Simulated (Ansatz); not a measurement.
Reactions of CH5NSn (`C=[N][SnH3]`).

Calculated with Ansatz (gas phase, PBE0-D4/def2-TZVP geometries, no zero-point term in ΔE). CBS: MP2 limit from def2 TZ/QZ plus the TZ coupled-cluster correction, frozen cores. This one scheme is used for every species. Functionals use def2-TZVPP. def2 core potentials past Kr. For Sn outer-core shells are correlated without core-valence functions, which leaves a few kJ/mol of doubt a bond. Each species was taken in one conformer, which may not be the lowest.

```tsv
reaction	PBE-D4 (eV)	r2SCAN-D4 (eV)
`C=[N][SnH3]` + `BC=C` → `B[C](=C)[SnH3]` + `C=N`	0.11	0.14
`C=[N][SnH3]` + H₂ → `[SnH4]` + `C=N`	-0.28	-0.29
`C=[N][SnH3]` + `CCS` → `CC[S][SnH3]` + `C=N`	-0.69	-0.68
`C=[N][SnH3]` + `OCO` → `OC[O][SnH3]` + `C=N`	-0.12	-0.17
`C=[N][SnH3]` + `C[SiH2]N` → `C[SiH2][NH][SnH3]` + `C=N`	-0.09	-0.11
```

Question: Give the CCSD(T)/CBS values in the same order. (Estimate.)

Answer: Computed: 0.08, -0.26, -0.70, -0.18, -0.18 eV.

Largest T1 diagnostic: 0.014, for `C=[N][SnH3]`.
